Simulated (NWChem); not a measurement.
C2H6N anion

```xyz
9

C      1.1523     0.0000     0.1552
N      0.0000     0.0000    -0.6490
C     -1.1523     0.0000     0.1552
H      1.2465    -0.8922     0.8670
H      1.2465     0.8922     0.8670
H      2.0817     0.0000    -0.4504
H     -1.2465    -0.8922     0.8670
H     -2.0817     0.0000    -0.4504
H     -1.2465     0.8922     0.8670
```
Atoms are numbered in this order, from 1.

Level: B3LYP/def2-SVPD (NWChem), optimised geometry, unscaled harmonic frequencies. The highest occupied level is positive, so the extra electron may be held by the finite basis.

```csv
frequency (cm⁻¹),IR intensity (km/mol)
295,12.8
311,0.0
413,1.9
982,107.2
1090,0.0
1101,0.0
1125,72.5
1186,42.8
1247,303.5
1371,66.0
1391,0.0
1393,0.3
1405,0.4
1436,8.5
1448,6.7
2462,1488.2
2478,0.0
2531,478.1
2614,578.1
2932,248.9
2936,56.9
```

```yaml
zero_point_energy: 45.9 kcal/mol
thermal correction to the enthalpy at 298.15 K (with zero-point energy): 49.1 kcal/mol
heat capacity Cv: 13.0 cal/(mol K)
entropy at 298.15 K and 1 atm (symmetry number 2): 62.1 cal/(mol K)
```

Rigid rotor and harmonic oscillator.
